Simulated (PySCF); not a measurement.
## Zr(OH)₂ + F₂ → ZrO₂ + 2 HF

Level: PBE0 in the def2-TZVP basis family, computed in PySCF with density fitting; scalar-relativistic core potentials for atoms from Rb on, none lighter, no spin–orbit coupling; open shells unrestricted.

```
species                                                                   state and structure      E (Eh)  ZPE (kJ/mol)  H(298 K) − H(0) (kJ/mol)  S° (J/(mol K))
Zr(OH)₂  triplet, C2v, O–H 0.953 Å (×2), Zr–O 1.937 Å (×2); H–O–Zr 163.0° (×2), O–Zr–O 149.5°  -198.65172          66.1                      15.8           304.7
     F₂                                                             singlet, D∞h, F–F 1.376 Å  -199.40856           6.6                       8.7           201.9
   ZrO₂                                        singlet, C2v, Zr–O 1.762 Å (×2); O–Zr–O 108.0°  -197.43867          12.9                      11.2           267.7
     HF                                                             singlet, C∞v, H–F 0.920 Å  -100.39188          24.9                       8.7           173.6
```

(1) What is the electronic reaction energy?

(2) Add zero-point, thermal and entropy terms for 298.15 K and 1 bar.

Answers

(1) At PBE0/def2-TZVP, ΔE = -425.7 kJ/mol from the differences of the total energies times 2625.5, downhill. 

(2) ΔZPE = -10.0 and Δ[H(298) − H(0)] = 4.1 kJ/mol give ΔH° = -431.6 kJ/mol. ΔS° = 108.3 J/(mol K), so ΔG° = -431.6 − 298.15 × (0.1083) = -464 kJ/mol.

Open d or f shells are single determinants, so the state found may not be the ground state. The structures come from searches over a few start shapes, so lower isomers are not excluded.
